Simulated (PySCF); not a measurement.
# Radial density of Mn (manganese, neutral)

UHF, [Ar] 3d5 4s2, high-spin 6S determinant. Calculation: PySCF 2.14, in cc-pVTZ-DK; scalar relativity by spin-free X2C-1e.

| r (bohr) | 4πr²ρ (e/bohr) | 4πr²(ρα − ρβ) |
| --- | --- | --- |
| 0.00108 | 0.2154 | 0.0000 |
| 0.00182 | 0.5453 | 0.0000 |
| 0.00306 | 1.351 | 0.0001 |
| 0.00515 | 3.229 | 0.0003 |
| 0.00867 | 7.259 | 0.0006 |
| 0.0146 | 14.64 | 0.0013 |
| 0.0245 | 24.47 | 0.0020 |
| 0.0413 | 30.10 | 0.0022 |
| 0.0694 | 25.40 | 0.0042 |
| 0.117 | 24.82 | 0.0389 |
| 0.196 | 33.26 | 0.2793 |
| 0.330 | 18.68 | 1.3649 |
| 0.555 | 12.69 | 3.5948 |
| 0.934 | 12.85 | 3.9874 |
| 1.57 | 3.408 | 1.7631 |
| 2.64 | 0.9660 | 0.3028 |
| 4.45 | 0.3210 | -0.0335 |
| 7.48 | 0.02199 | -0.0085 |
| 12.6 | 6.751e-05 | 0.0000 |

Densities and radii are taken from the X2C orbitals without a picture-change correction, which distorts them close to the nucleus.

(1) Where is the radial spin density 4πr²(ρα − ρβ) most negative, and why is it negative at all?

Answers

(1) Around r = 4.45 bohr, down to -0.0335 e/bohr: exchange with the open shell polarises the paired shells in an unrestricted calculation.
